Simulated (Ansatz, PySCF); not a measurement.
SbHBr2, SMILES [Br][SbH][Br]. Atoms are numbered in the order given.

```xyz
4

Sb     0.0071     0.9027     0.0000
H     -1.7125     1.0067     0.0000
Br     0.0282    -0.7120     1.9399
Br     0.0282    -0.7120    -1.9399
```
Charge 0, spin multiplicity 1.

Coordinates come from a PBE0-D3(BJ)/def2-SVP optimisation. The structure was generated by enumeration; whether it is a known compound was not checked. The def2 effective core potentials stand for the cores of Sb; spin–orbit coupling is left out.

Two levels are set side by side: PBE-D3(BJ)/def2-SVP (Ansatz, a first-principles code) and PBE0-D3(BJ)/def2-SVP (Ansatz). Each level has its own optimised geometry; the coordinates shown are those of the second. Frequencies come from the Hessian of PySCF at each geometry. Differences are taken from unrounded values.

```json
[
 {"quantity": "mean bond length (Å)", "PBE0-D3(BJ)": "2.257", "PBE-D3(BJ)": "2.282", "PBE-D3(BJ) minus PBE0-D3(BJ)": "0.025"},
 {"quantity": "bond Sb1–Br3 (Å)", "PBE0-D3(BJ)": "2.524", "PBE-D3(BJ)": "2.551", "PBE-D3(BJ) minus PBE0-D3(BJ)": "0.027"},
 {"quantity": "bond Sb1–Br4 (Å)", "PBE0-D3(BJ)": "2.524", "PBE-D3(BJ)": "2.551", "PBE-D3(BJ) minus PBE0-D3(BJ)": "0.027"},
 {"quantity": "bond Sb1–H2 (Å)", "PBE0-D3(BJ)": "1.723", "PBE-D3(BJ)": "1.745", "PBE-D3(BJ) minus PBE0-D3(BJ)": "0.023"},
 {"quantity": "highest harmonic wavenumber (cm⁻¹)", "PBE0-D3(BJ)": "1944", "PBE-D3(BJ)": "1842", "PBE-D3(BJ) minus PBE0-D3(BJ)": "-102"},
 {"quantity": "mean harmonic wavenumber (cm⁻¹)", "PBE0-D3(BJ)": "625", "PBE-D3(BJ)": "590", "PBE-D3(BJ) minus PBE0-D3(BJ)": "-35"},
 {"quantity": "zero-point energy (kcal/mol)", "PBE0-D3(BJ)": "5.36", "PBE-D3(BJ)": "5.06", "PBE-D3(BJ) minus PBE0-D3(BJ)": "-0.30"}
]
```

Exact exchange shortens and stiffens bonds; PBE has none. Differences between two approximate levels are no errors against the true value.
